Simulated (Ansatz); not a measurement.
Isolated molecules relaxed with PBE0-D4/def2-TZVP in Ansatz; ΔE leaves out vibrations. CCSD(T)/CBS is the MP2 limit (def2-TZVPP, def2-QZVPP) plus CCSD(T) − MP2 in def2-TZVPP, frozen cores. Functionals use def2-TZVPP. B3LYP here is the variant with VWN-RPA as its local correlation; programs differ in this. Each species was taken in one conformer, which may not be the lowest.

Reaction (ligand exchange at the Si–N bond): `C=CN(C)[SiH3]` + `O[SiH2]N[SiH3]` → `[SiH3]N[SiH2]O[SiH3]` + `C=CNC`

`C=CN(C)[SiH3]`:

Z-matrix (Å, degrees):
```
C
N 1 1.445
H 1 1.097 2 111.6
H 1 1.096 2 110.6 3 -120.3
H 1 1.092 2 110.1 3 120.3
C 2 1.380 1 117.3 3 62.5
Si 2 1.732 1 119.7 3 -109.5
C 6 1.336 2 126.9 1 -0.3
H 6 1.087 2 113.7 1 179.0
H 7 1.486 2 108.9 1 -48.9
H 7 1.483 2 107.4 1 -169.4
H 7 1.491 2 112.8 1 70.3
H 8 1.081 6 119.4 2 178.7
H 8 1.082 6 123.1 2 -1.2
```

`O[SiH2]N[SiH3]`:

```xyz
11

O    -0.717   -0.543   -2.086
Si    0.608   -0.554   -1.110
N     0.256   -0.408    0.567
Si   -0.346    0.983    1.399
H    -1.376   -1.226   -1.953
H     1.383    0.612   -1.582
H     1.362   -1.830   -1.250
H     0.387   -1.246    1.115
H    -1.749    0.807    1.865
H    -0.291    2.114    0.440
H     0.484    1.291    2.595
```

`[SiH3]N[SiH2]O[SiH3]`:

Z-matrix (Å, degrees):
```
Si
N 1 1.729
H 1 1.488 2 111.6
H 1 1.485 2 106.6 3 -119.4
H 1 1.488 2 112.1 3 120.8
Si 2 1.716 1 127.2 3 118.9
H 2 1.010 1 116.5 3 -53.4
O 6 1.637 2 113.5 1 -84.5
H 6 1.483 2 107.8 1 35.3
H 6 1.481 2 108.7 1 157.3
Si 8 1.635 6 142.9 2 46.3
H 11 1.486 8 110.2 6 81.4
H 11 1.488 8 110.4 6 -38.8
H 11 1.483 8 108.5 6 -158.8
```

`C=CNC`:

```xyz
11

C     1.893   -0.463    0.428
C     0.562   -0.390    0.472
N    -0.227    0.626   -0.016
C    -1.569    0.329   -0.452
H     2.495    0.290   -0.069
H     2.409   -1.276    0.918
H    -0.007   -1.169    0.974
H     0.264    1.287   -0.598
H    -1.614   -0.262   -1.378
H    -2.087   -0.232    0.330
H    -2.120    1.258   -0.608
```

**Question.** Is it downhill or uphill in electronic energy at CCSD(T)/CBS, and by how much? (Estimate.)

**Answer.** The calculation gave: Downhill: ΔE = -49.2 kJ/mol.

**Question.** What do these levels give: PBE-D4, r2SCAN-D4, PBE0-D4, B3LYP-D4, B2PLYP, PBE, PBE0, B3LYP, SCS-MP2/def2-TZVPP, CCSD(T)/def2-TZVPP, HF/def2-QZVPP, HF/CBS(def2)? (Estimate.)

**Answer.** Ansatz gave: PBE-D4 -45.8, r2SCAN-D4 -52.2, PBE0-D4 -49.1, B3LYP-D4 -55.2, B2PLYP -53.8, PBE -47.2, PBE0 -50.0, B3LYP -57.7, SCS-MP2/def2-TZVPP -50.5, CCSD(T)/def2-TZVPP -48.8, HF/def2-QZVPP -72.7, HF/CBS(def2) -72.9 kJ/mol.

Largest T1 diagnostic among the species: 0.012.

In def2-TZVPP, CCSD(T) changes the Hartree–Fock value by +22.6 kJ/mol (the triples alone add +3.4 kJ/mol) and MP2 by +26.4 kJ/mol.
